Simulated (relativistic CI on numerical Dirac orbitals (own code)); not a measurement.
Line list: Electric-dipole lines, Sn XXXI

Computed by Dirac-Coulomb-Breit CI, separate exchange-only KLI orbitals for each configuration, model QED (radiative potential, 1s self-energy scaled to tabulated hydrogen-like ionisation energies), unscaled Slater integrals (own radial code, finite nucleus).

CI space (outside the closed core [Ne]): 3s2.3p6.3d2, 3s2.3p5.3d3, 3s.3p6.3d3, 3s2.3p6.3d.4s, 3s2.3p6.3d.4p, 3s2.3p6.3d.4d, 3s2.3p5.3d2.4s, 3s2.3p6.3d.4f, 3s2.3p5.3d2.4p, 3s2.3p5.3d2.4d, 3p6.3d4, 3p5.3d5, 3p5.3d4.4s, 3p6.3d3.4s, 3p5.3d3.4s2. Double excitations out of closed p, d and f shells are left out; levels of such configurations are missing from the list, as are those of other unlisted configurations, and high levels can miss mixing partners. These lack a partner that the ground configuration has and come out too high: 3s2.3p5.3d2.4p, 3s2.3p5.3d2.4d.

```csv
λ vac (Å),Lower,Upper,A (s⁻¹),gf,Branching (%)
47.836,3s2.3p6.3d2 3F_2 [1],3s2.3p5.3d3 3D°_1 [105],1.16e+12,1.19e+00,71.3
48.397,3s2.3p6.3d2 3F_3 [2],3s2.3p5.3d3 3D°_2 [111],6.18e+11,1.09e+00,56.4
48.540,3s2.3p6.3d2 3P_2 [5],3s2.3p5.3d3 3S°_1 [115],1.21e+12,1.28e+00,66.1
48.894,3s2.3p6.3d2 3F_3 [2],3s2.3p5.3d3 3D°_2 [109],3.48e+11,6.23e-01,62.1
49.093,3s2.3p6.3d2 3F_4 [4],3s2.3p5.3d3 3D°_3 [112],5.69e+11,1.44e+00,60.1
49.385,3s2.3p6.3d2 1G_4 [7],3s2.3p5.3d3 1F°_3 [118],1.16e+12,2.97e+00,95.7
49.989,3s2.3p6.3d2 3P_2 [8],3s2.3p5.3d3 1P°_1 [117],1.31e+12,1.47e+00,94.7
50.129,3s2.3p6.3d2 3F_4 [4],3s2.3p5.3d3 1F°_3 [108],6.80e+11,1.79e+00,67.4
50.134,3s2.3p6.3d2 3P_1 [6],3s2.3p5.3d3 3D°_2 [111],4.24e+11,7.99e-01,38.7
50.165,3s2.3p6.3d2 3F_3 [2],3s2.3p5.3d3 3F°_3 [104],4.37e+11,1.15e+00,62.4
50.167,3s2.3p6.3d2 3P_0 [3],3s2.3p5.3d3 3D°_1 [105],4.41e+11,4.99e-01,27.1
50.375,3s2.3p6.3d2 3F_4 [4],3s2.3p5.3d3 3F°_4 [107],1.07e+12,3.66e+00,91.0
50.587,3s2.3p6.3d2 3F_3 [2],3s2.3p5.3d3 3D°_2 [102],2.62e+11,5.03e-01,45.3
50.658,3s2.3p6.3d2 1G_4 [7],3s2.3p5.3d3 1G°_4 [114],1.25e+12,4.33e+00,92.5
50.792,3s2.3p6.3d2 3P_2 [8],3s2.3p5.3d3 3P°_2 [116],5.36e+11,1.04e+00,93.5
51.359,3s2.3p6.3d2 3P_2 [8],3s2.3p5.3d3 1F°_3 [113],4.03e+11,1.11e+00,87.7
51.615,3s2.3p6.3d2 1S_0 [9],3s2.3p5.3d3 1P°_1 [119],8.44e+11,1.01e+00,89.6
52.452,3s2.3p6.3d2 3F_2 [1],3s2.3p5.3d3 3D°_2 [87],3.54e+11,7.29e-01,57.8
52.790,3s2.3p6.3d2 3F_2 [1],3s2.3p5.3d3 3F°_2 [85],5.24e+11,1.09e+00,66.1
52.959,3s2.3p6.3d2 1G_4 [7],3s2.3p5.3d3 3G°_5 [106],3.79e+11,1.75e+00,82.2
54.897,3s2.3p6.3d2 3F_3 [2],3s2.3p5.3d3 3F°_3 [86],4.34e+11,1.37e+00,61.9
55.212,3s2.3p6.3d2 3F_3 [2],3s2.3p5.3d3 3H°_4 [84],1.26e+11,5.19e-01,85.9
56.466,3s2.3p6.3d2 3F_3 [2],3s2.3p5.3d3 3G°_4 [80],1.54e+11,6.61e-01,82.5
56.582,3s2.3p6.3d2 3P_2 [5],3s2.3p5.3d3 3F°_3 [86],2.44e+11,8.20e-01,34.8
57.318,3s2.3p6.3d2 3F_4 [4],3s2.3p5.3d3 3G°_5 [83],1.47e+11,7.95e-01,90.4
59.729,3s2.3p6.3d2 3F_2 [1],3s2.3p5.3d3 3F°_3 [66],1.08e+11,4.06e-01,62.0
63.110,3s2.3p6.3d2 3F_2 [1],3s2.3p5.3d3 3G°_3 [53],1.50e+11,6.25e-01,76.8
64.666,3s2.3p6.3d2 3F_4 [4],3s2.3p5.3d3 3G°_5 [65],9.99e+10,6.89e-01,96.2
68.386,3s2.3p5.3d3 3I°_7 [37],3s.3p6.3d3 3H_6 [136],2.36e+11,2.15e+00,53.6
69.964,3s2.3p5.3d3 5G°_6 [22],3s.3p6.3d3 5F_5 [125],2.14e+11,1.73e+00,47.9
```

Terms are leading LS components. Brackets give the number of a level in order of energy, since labels repeat. The list gives strong lines, with weight on those to low levels, without lines whose two gauges differ by over a factor of 2.5, among the lowest 200 of 1699 levels, so that lines to higher ones, which can be the strongest, are missing. Levels whose partners in the same complex of configurations lie outside the list can be far off, and so can their lines. Rates are taken at the computed energies, electric ones in the length gauge.

At this charge energies of transitions that change n are usually good to better than 1 %, and those within a shell (Δn = 0) to a few per cent. Terms inside the open d or f shell come out 10 to 20 % too wide with unscaled integrals.

LS names give the leading component of a level, which can be under half, so a name can repeat, a term be missing and a line seem to break the LS rules.
